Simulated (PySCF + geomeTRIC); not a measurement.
Method: PySCF + geomeTRIC with BP86-D3(BJ)/def2-SVP. fastk is a local helper that only speeds up exchange builds. No frequencies were computed at this level.

```python
import json, numpy as np
from pyscf import gto, dft
from fastk import lowrank_exchange
atoms = """
Sc     0.180854     0.030748     0.093688
N     -0.217389     1.933074    -0.482980
H     -0.529010     2.258054    -1.399364
H     -0.151941     2.786187     0.074105
N      0.791576    -0.350437     1.988847
H      0.940154     0.316314     2.747489
H      1.024336    -1.254213     2.403199
N     -0.033685    -1.492450    -1.226614
H     -0.331198    -1.440618    -2.201946
H      0.131395    -2.487733    -1.069610
"""
def scf(charge, spin, dm0=None):
    mol = gto.M(atom=atoms, basis='def2-svp', ecp={}, charge=charge, spin=spin, verbose=3, max_memory=3780)
    mf = dft.KS(mol, xc='bp86').density_fit(auxbasis="def2-universal-jkfit")
    mf.disp = 'd3bj'
    mf.grids.level = 3
    mf.conv_tol = 1e-8
    mf.max_cycle = 120
    mf.level_shift = 0.25
    mf.kernel(dm0)
    if not mf.converged:
        mf = mf.newton().run(mf.mo_coeff, mf.mo_occ).undo_soscf()
    return mf
mf = scf(0, 0)
from pyscf.geomopt.geometric_solver import kernel as optimize
path = []
done, mol = optimize(mf, maxsteps=120, assert_convergence=False, callback=lambda env: path.append((env["energy"], bool(env["g_scanner"].converged))))
res = dict(converged=bool(done and path[-1][1]), energy=path[-1][0], path=[e for e, c in path], xyz=mol.atom_coords(unit="Angstrom").tolist(), nao=mol.nao)
json.dump(res, open("result.json", "w"))
```

Output:

```
converged SCF energy = -928.55604860074
Geometry optimization cycle 1
converged SCF energy = -928.556048601046
cycle 1: E = -928.556048601  dE = -928.556  norm(grad) = 0.0347171
Geometry optimization cycle 2
converged SCF energy = -928.557935014968
cycle 2: E = -928.557935015  dE = -0.00188641  norm(grad) = 0.00841054
Geometry optimization cycle 3
converged SCF energy = -928.558131932113
cycle 3: E = -928.558131932  dE = -0.000196917  norm(grad) = 0.000990875
Geometry optimization cycle 4
converged SCF energy = -928.558138453614
cycle 4: E = -928.558138454  dE = -6.5215e-06  norm(grad) = 0.000805358
Geometry optimization cycle 5
converged SCF energy = -928.558143579856
cycle 5: E = -928.55814358  dE = -5.12624e-06  norm(grad) = 0.000584547
Geometry optimization cycle 6
converged SCF energy = -928.558145432674
cycle 6: E = -928.558145433  dE = -1.85282e-06  norm(grad) = 0.000325335
Geometry optimization cycle 7
converged SCF energy = -928.5581459835
cycle 7: E = -928.558145984  dE = -5.50826e-07  norm(grad) = 0.000289719
Geometry optimization cycle 8
converged SCF energy = -928.558146162776
cycle 8: E = -928.558146163  dE = -1.79276e-07  norm(grad) = 0.00040841
Geometry optimization cycle 9
converged SCF energy = -928.558146457902
cycle 9: E = -928.558146458  dE = -2.95126e-07  norm(grad) = 0.000325457
Geometry optimization cycle 10
converged SCF energy = -928.558146750181
cycle 10: E = -928.55814675  dE = -2.92279e-07  norm(grad) = 0.000159939
Geometry optimization cycle 11
converged SCF energy = -928.558146725296
cycle 11: E = -928.558146725  dE = 2.48854e-08  norm(grad) = 0.000197073
<class 'geometric.internal.Distance'> : 9
<class 'geometric.internal.Angle'> : 8
<class 'geometric.internal.OutOfPlane'> : 4
<class 'geometric.internal.Dihedral'> : 12
<class 'geometric.internal.TranslationX'> : 1
<class 'geometric.internal.TranslationY'> : 1
<class 'geometric.internal.TranslationZ'> : 1
<class 'geometric.internal.RotationA'> : 1
<class 'geometric.internal.RotationB'> : 1
<class 'geometric.internal.RotationC'> : 1
Step    0 : Gradient = 1.098e-02/1.604e-02 (rms/max) Energy = -928.5560486010
Step    1 : Displace = 5.886e-02/8.793e-02 (rms/max) Trust = 1.000e-01 (=) Grad = 2.660e-03/4.712e-03 (rms/max) E (change) = -928.5579350150 (-1.886e-03) Quality = 0.723
Step    2 : Displace = 1.570e-02/2.403e-02 (rms/max) Trust = 1.000e-01 (=) Grad = 3.133e-04/4.754e-04 (rms/max) E (change) = -928.5581319321 (-1.969e-04) Quality = 0.916
Step    3 : Displace = 2.291e-03/3.433e-03 (rms/max) Trust = 1.414e-01 (+) Grad = 2.547e-04/3.779e-04 (rms/max) E (change) = -928.5581384536 (-6.522e-06) Quality = 1.509
Step    4 : Displace = 3.581e-03/5.396e-03 (rms/max) Trust = 2.000e-01 (+) Grad = 1.848e-04/3.333e-04 (rms/max) E (change) = -928.5581435799 (-5.126e-06) Quality = 1.298
Step    5 : Displace = 2.931e-03/4.292e-03 (rms/max) Trust = 2.828e-01 (+) Grad = 1.029e-04/1.860e-04 (rms/max) E (change) = -928.5581454327 (-1.853e-06) Quality = 1.102
Step    6 : Displace = 2.337e-03/3.547e-03 (rms/max) Trust = 3.000e-01 (+) Grad = 9.162e-05/2.088e-04 (rms/max) E (change) = -928.5581459835 (-5.508e-07) Quality = 0.672
Step    7 : Displace = 3.219e-03/4.924e-03 (rms/max) Trust = 3.000e-01 (=) Grad = 1.292e-04/2.472e-04 (rms/max) E (change) = -928.5581461628 (-1.793e-07) Quality = 0.191
Step    8 : Displace = 1.545e-03/2.193e-03 (rms/max) Trust = 1.610e-03 (-) Grad = 1.029e-04/1.908e-04 (rms/max) E (change) = -928.5581464579 (-2.951e-07) Quality = 0.367
Step    9 : Displace = 1.665e-03/2.203e-03 (rms/max) Trust = 1.610e-03 (=) Grad = 5.058e-05/8.840e-05 (rms/max) E (change) = -928.5581467502 (-2.923e-07) Quality = 0.244
Step   10 : Displace = 7.862e-04/1.087e-03 (rms/max) Trust = 8.048e-04 (-) Grad = 6.232e-05/1.275e-04 (rms/max) E (change) = -928.5581467253 (+2.489e-08) Quality = -0.030
Converged! =D
```

Cost: about 2.3 core-minutes (a rough figure).
